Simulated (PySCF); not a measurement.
**Fractional electron number in Pr²⁺ (praseodymium, charge +2)**

The 4f alpha orbital of [Xe] 4f3 is emptied in steps (occupation f), with all orbitals relaxed, ending at [Xe] 4f2. Computed with PySCF 2.14 in def2-TZVP with the def2 core potential (28 electrons) (10s7p5d4f1g, 93 functions), with scalar relativity through the core potential. The exact energy is a straight line in f; departures are measured from the line between the end points of the same method.

| f | PBE0 (eV) | r2SCAN (eV) | LC-wPBE (eV) |
| --- | --- | --- | --- |
| 1 | 0.000 | 0.000 | 0.000 |
| 0.75 | -0.965 | -1.387 | -0.501 |
| 0.5 | -1.300 | -1.867 | -0.686 |
| 0.25 | -0.985 | -1.413 | -0.527 |
| 0 | 0.000 | 0.000 | 0.000 |

For LC-wPBE, how does the orbital energy at f = 1 compare with the removal energy?

−ε = 19.981 eV against a total-energy difference of 22.583 eV. By Janak's theorem ε = ∂E/∂f, so the gap between them reflects the curvature. Along the path −ε is 21.192 (f = 0.75), 22.515 (f = 0.5), 23.940 (f = 0.25) eV.

```tsv
method	E(f=0) − E(f=1) (eV)	−ε at f=1 (eV)	−ε at f=0.5 (eV)
PBE0	22.367	17.277	22.315
r2SCAN	22.448	15.125	22.379
LC-wPBE	22.583	19.981	22.515
```

Reference removal energy between the ground levels: 21.624 eV (measured; NIST Atomic Spectra Database, ionization energies). The calculation has no spin-orbit coupling. The determinant left behind need not be the lowest term of the ion.
